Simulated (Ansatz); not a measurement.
Job for Ansatz (a first-principles code): R-CCSD(T)/aug-cc-pVTZ on H4OSe (a complex), monomers drawn apart or pushed together. The run froze 15 orbitals, filled d shells among them.

Ansatz 0.2 input:
```yaml
crystal:
  periodic: [false, false, false]
  atoms:
    - {symbol: O, position_ang: [-0.03281218, -0.38616358, 0.22298971]}
    - {symbol: H, position_ang: [0.71613780, 0.20229907, 0.07938891]}
    - {symbol: H, position_ang: [-0.79865345, 0.19173448, 0.30870595]}
    - {symbol: Se, position_ang: [0.56634032, -0.15083300, 3.81727884]}
    - {symbol: H, position_ang: [0.52463372, -1.54986348, 3.37963872]}
    - {symbol: H, position_ang: [0.82476816, -0.53538024, 5.21565684]}
basis:
  gaussian:
    orbitals: aug-cc-pVTZ
magnetization: {spin_polarized: false}
correlation: {method: ccsd_t, electrons: outside_noble_gas}
scf: {lower_state_search: off}
```

It printed:

```
WARN ansatz: RAYON_NUM_THREADS=1 ignored (pool sized by the plan → 1); use --threads N
Functional definition: HF
these checks for a lower state are left out or cut short: stability, starts, cluster_reference, orbital_swaps, neighbouring_geometries, increment
integrals: 0.78 GiB planned
1146 factors; integrals over basis functions are off by at most 1.0e-3 eV
mean field: 0.56 GiB planned
mean field evaluation 1: about -67403.2144 eV, gradient 3.5e1 eV
mean field evaluation 2: about -67403.2518 eV, gradient 3.5e1 eV
mean field evaluation 4: about -67405.5850 eV, gradient 2.2e0 eV
mean field evaluation 8: about -67405.6142 eV, gradient 1.8e-1 eV
mean field -67405.61440750 eV, -2477.1106403091 hartree, gradient 2.4e-6 eV, S^2 0.000000; 0 other end points of the search recorded, 0 dependent functions left out
15 core orbitals not correlated
reference -67405.61440750 eV, -2477.1106403091 hartree; 8, 8 occupied and 174, 174 virtual orbitals, 1146 factors
second order -12.03883863 eV of doubles, -0.00000000 eV of singles
coupled cluster: 1.93 GiB planned
cycle   1  -12.44039459 eV  change   -4.0e-1 eV  update   6.9e-2
cycle   2  -12.73064181 eV  change   -2.9e-1 eV  update   2.1e-2
cycle   3  -12.78233165 eV  change   -5.2e-2 eV  update   9.5e-3
cycle   4  -12.77708637 eV  change    5.2e-3 eV  update   2.2e-3
cycle   5  -12.77691304 eV  change    1.7e-4 eV  update   8.5e-4
cycle   6  -12.77689830 eV  change    1.5e-5 eV  update   2.5e-4
cycle   7  -12.77674311 eV  change    1.6e-4 eV  update   1.0e-4
cycle   8  -12.77672584 eV  change    1.7e-5 eV  update   3.2e-5
cycle   9  -12.77673618 eV  change   -1.0e-5 eV  update   1.3e-5
perturbative correction -0.43798345 eV, -0.0160955948 hartree
Total energy: -67418.82912713 eV, -2477.5962722983 hartree
Checks for a lower state left out: stability, starts, cluster_reference, orbital_swaps, neighbouring_geometries, increment
```

Self-consistency was reached.

Cost: about 50 core-seconds (a rough figure).
